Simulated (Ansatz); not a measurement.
Computed with Ansatz on PBE0-D4/def2-TZVP structures; ΔE is electronic, products minus reactants. CCSD(T)/CBS is the MP2 limit (def2-TZVPP, def2-QZVPP) plus CCSD(T) − MP2 in def2-TZVPP, frozen cores. This one scheme is used for every species. Functionals use def2-TZVPP. B3LYP here is the variant with VWN-RPA as its local correlation; programs differ in this. One conformer a species, not always the lowest.

Reaction (substitution at a C–O bond): `C=C([SiH3])OC=S` + `[NH2][AlH2]` → `C=C([SiH3])[NH][AlH2]` + `OC=S`

`C=C([SiH3])OC=S`:

Z-matrix (Å, degrees):
```
Si
C 1 1.878
H 1 1.484 2 109.4
H 1 1.483 2 109.5 3 119.9
H 1 1.483 2 107.4 3 -120.1
O 2 1.389 1 112.9 3 -61.9
C 2 1.328 1 125.1 3 120.3
C 6 1.336 2 119.4 1 142.1
H 7 1.085 2 122.9 1 176.5
H 7 1.082 2 119.6 1 -2.0
S 8 1.606 6 123.6 2 169.6
H 8 1.093 6 112.9 2 -11.9
```

`[NH2][AlH2]`:

Z-matrix (Å, degrees):
```
N
Al 1 1.766
H 1 1.007 2 124.9
H 1 1.007 2 124.9 3 180.0
H 2 1.583 1 117.9 3 -180.0
H 2 1.583 1 117.9 3 0.0
```

`C=C([SiH3])[NH][AlH2]`:

Cartesian coordinates in Å:
```
C -0.651 -1.825 -0.581
C -0.223 -0.617 -0.185
Si 0.526 0.507 -1.491
N -0.313 -0.179 1.133
Al 0.170 1.350 1.924
H -0.568 -2.139 -1.613
H -1.096 -2.531 0.117
H 0.490 -0.218 -2.785
H 1.933 0.855 -1.152
H -0.243 1.776 -1.607
H -0.736 -0.884 1.727
H 0.831 2.475 1.037
H -0.121 1.428 3.475
```

`OC=S`:

```xyz
5

O     0.113   -0.578    0.817
C    -0.162    0.241   -0.197
S    -1.429    1.225   -0.233
H     0.918   -1.076    0.630
H     0.560    0.188   -1.017
```

CCSD(T)/CBS gives -0.19 eV.

Question: Another level gave -0.22 eV. Which?
A. HF/def2-TZVPP
B. B3LYP-D4/def2-TZVPP
C. PBE0/def2-TZVPP
D. B3LYP/def2-TZVPP

Answer: B. B3LYP-D4 -0.22, PBE0 -0.26, B3LYP -0.18, HF/def2-TZVPP -0.12 eV.

Largest T1 diagnostic among the species: 0.018.

In def2-TZVPP, CCSD(T) changes the Hartree–Fock value by −0.06 eV (the triples alone add −0.00 eV) and MP2 by −0.09 eV. The D4 term adds −0.04 eV with B3LYP and −0.02 eV with PBE0; it sums over pairs of atoms, weighted by their polarisabilities, and B3LYP, whose exchange is more repulsive, gets the larger term.
